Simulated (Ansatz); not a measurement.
```yaml
crystal:
  periodic: [true, true, true]
  atoms:
    - {symbol: C, position_ang: [-0.068189, -1.250968, 0.911929]}
    - {symbol: S, position_ang: [1.400380, -0.822099, -0.084833]}
    - {symbol: Zr, position_ang: [0.214316, 1.088619, -0.866977]}
    - {symbol: Cl, position_ang: [-1.724464, 0.384787, -1.964577]}
    - {symbol: Cl, position_ang: [1.641808, 2.196562, -2.320300]}
    - {symbol: Cl, position_ang: [-0.342319, 2.437604, 0.957592]}
    - {symbol: H, position_ang: [0.213909, -1.262647, 1.963187]}
    - {symbol: H, position_ang: [-0.903983, -0.544407, 0.807381]}
    - {symbol: H, position_ang: [-0.431468, -2.227452, 0.596589]}
basis:
  gaussian: {orbitals: def2-TZVPD}
hamiltonian: {xc: {name: wPBEh}}
scf: {lower_state_search: off}
```

```sh
$ ansatz run in.yaml --threads 4 --pin off --events-out ev --progress --plain --max-ram 11315MiB
```

Q: How does Ansatz answer? (Best estimate.)

A: Ansatz gave: The program refused the input.
```
Error: YAML parse error: error: line 2 column 3: crystal: missing field `lattice` (a structure is typed as `lattice` and `atoms`, a molecule's as `atoms` in Å alone, or read from a run's directory, `checkpoint`)
 --> <input>:2:3
1 | crystal:
2 |   periodic: [true, true, true]
3 |   atoms:
4 |     - {symbol: C, position_ang: [-0.068189, -1.250968, 0.911929]}
```
